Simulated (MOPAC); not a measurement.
A run for MOPAC: AM1 on BrH2NSi (SMILES N[Si]Br), a point of a torsion scan.

```
AM1 1SCF PRECISE CHARGE=0 THREADS=1
BrH2NSi

N     -0.80900991 1    -0.09383121 1    -0.19401894 1
Si     0.66276145 1    -0.97878216 1    -0.33446827 1
Br     0.98416217 1    -0.63747644 1    -2.57774020 1
H     -0.86860379 1     0.88750373 1    -0.42792875 1
H     -1.39615331 1    -0.27591475 1     0.60598140 1
```

The log:

```
*******************************************************************************
 **                                                                           **
 **                              MOPAC v23.2.5                                **
 **                                                                           **
 *******************************************************************************
 ** MOPAC's Digital Object Identifier: https://doi.org/10.5281/zenodo.6511958 **
 **                                                                           **
 ** Please cite the open-source release paper for use of this MOPAC version:  **
 ** J. E. Moussa and J. J. P. Stewart (2026)                                  **
 ** MOPAC: An open-source semiempirical molecular orbital program             **
 ** J. Open Source Softw., 11(119), 8025, https://doi.org/10.21105/joss.08025 **
 *******************************************************************************

                              AM1 CALCULATION RESULTS

 *******************************************************************************
 *  AM1        - The AM1 Hamiltonian to be used
 *
 *
 *
 *                 CHARGE ON SYSTEM = 0
 *
 *
 *
 *  PRECISE    - TIGHTER CRITERIA TO BE USED
 *  1SCF       - DO 1 SCF AND THEN STOP
 *  THREADS=1  - MULTI-THREADING NOT USED
 *  T=         - A TIME OF 172800.0 SECONDS REQUESTED
 *  DUMP=N     - RESTART FILE WRITTEN EVERY 7200.0 SECONDS REQUESTED
 *******************************************************************************
AM1 1SCF PRECISE CHARGE=0 THREADS=1
 BrH2NSi

   ATOM   CHEMICAL          X               Y               Z
  NUMBER   SYMBOL      (ANGSTROMS)     (ANGSTROMS)     (ANGSTROMS)

     1       N         -0.80900991  *  -0.09383121  *  -0.19401894  *
     2      Si          0.66276145  *  -0.97878216  *  -0.33446827  *
     3      Br          0.98416217  *  -0.63747644  *  -2.57774020  *
     4       H         -0.86860379  *   0.88750373  *  -0.42792875  *
     5       H         -1.39615331  *  -0.27591475  *   0.60598140  *



          CARTESIAN COORDINATES

    NO.       ATOM           X           Y           Z

     1         N         -0.8090     -0.0938     -0.1940
     2        Si          0.6628     -0.9788     -0.3345
     3        Br          0.9842     -0.6375     -2.5777
     4         H         -0.8686      0.8875     -0.4279
     5         H         -1.3962     -0.2759      0.6060

  H: (AM1): M.J.S. DEWAR ET AL, J. AM. CHEM. SOC. 107 3902-3909 (1985)
  N: (AM1): M.J.S. DEWAR ET AL, J. AM. CHEM. SOC. 107 3902-3909 (1985)
 Si: (AM1): M.J.S.DEWAR, C. JIE, ORGANOMETALLICS, 6, 1486-1490 (1987).
 Br: (AM1): M.J.S. DEWAR AND E. G. ZOEBISCH, THEOCHEM, 180, 1 (1988).

           Empirical Formula: H2 N Si Br  =     5 atoms



      MOLECULAR POINT GROUP   :   C1


      RHF CALCULATION, NO. OF DOUBLY OCCUPIED LEVELS = 9


 -------------------------------------------------------------------------------
 AM1 1SCF PRECISE CHARGE=0 THREADS=1
 BrH2NSi



     1SCF WAS SPECIFIED, SO BFGS WAS NOT USED
     SCF FIELD WAS ACHIEVED


                              AM1 CALCULATION
                                                       MOPAC v23.2.5 Linux




          FINAL HEAT OF FORMATION =         -9.77396 KCAL/MOL =     -40.89426 KJ/MOL


          COSMO AREA              =        111.18 SQUARE ANGSTROMS
          COSMO VOLUME            =        101.42 CUBIC ANGSTROMS

          IONIZATION POTENTIAL    =          8.128138 EV
          HOMO LUMO ENERGIES (EV) =         -8.128 -1.168
          NO. OF FILLED LEVELS    =          9
          MOLECULAR WEIGHT        =        124.0120         POINT GROUP:  C1

          MOLECULAR DIMENSIONS (Angstroms)

            Atom       Atom       Distance
            H     5   Br     3     3.99158
            H     4   Si     2     2.19576
           Si     2   Br     3     0.57765


          SCF CALCULATIONS        =          1





   ATOM   CHEMICAL          X               Y               Z
  NUMBER   SYMBOL      (ANGSTROMS)     (ANGSTROMS)     (ANGSTROMS)

     1       N         -0.80900991  *  -0.09383121  *  -0.19401894  *
     2      Si          0.66276145  *  -0.97878216  *  -0.33446827  *
     3      Br          0.98416217  *  -0.63747644  *  -2.57774020  *
     4       H         -0.86860379  *   0.88750373  *  -0.42792875  *
     5       H         -1.39615331  *  -0.27591475  *   0.60598140  *

                             CARTESIAN COORDINATES

   1    N       -0.809009910    -0.093831210    -0.194018940
   2   Si        0.662761450    -0.978782160    -0.334468270
   3   Br        0.984162170    -0.637476440    -2.577740200
   4    H       -0.868603790     0.887503730    -0.427928750
   5    H       -1.396153310    -0.275914750     0.605981400


           Empirical Formula: H2 N Si Br  =     5 atoms



      MOLECULAR POINT GROUP   :   C1


                  EIGENVALUES
 -33.00159 -30.01019 -17.25719 -16.56550 -12.73716 -11.98042 -10.93090 -10.70579
  -8.12814  -1.16841  -0.09837   1.58693   4.40916   5.12443


              NET ATOMIC CHARGES AND DIPOLE CONTRIBUTIONS

  ATOM NO.   TYPE          CHARGE      No. of ELECS.   s-Pop       p-Pop
    1          N          -0.653737        5.6537     1.55400     4.09974
    2         Si           0.625039        3.3750     1.54342     1.83154
    3         Br          -0.347457        7.3475     1.96416     5.38330
    4          H           0.191832        0.8082     0.80817
    5          H           0.184323        0.8157     0.81568
 DIPOLE           X         Y         Z       TOTAL
 POINT-CHG.     0.851    -1.006     4.049     4.258
 HYBRID        -2.411     2.843    -0.964     3.850
 SUM           -1.560     1.836     3.085     3.915


          ATOMIC ORBITAL ELECTRON POPULATIONS

     Atom    s        px        py        pz
    1  N   1.55400   1.41436   1.23889   1.44650
    2 Si   1.54342   0.54690   0.60061   0.68403
    3 Br   1.96416   1.95167   1.92890   1.50273
    4  H   0.80817
    5  H   0.81568

 **********************
 *                    *
 * JOB ENDED NORMALLY *
 *                    *
 **********************




 == MOPAC DONE ==
```

The run finished.

Cost: about 0.05 core-seconds (a rough figure).
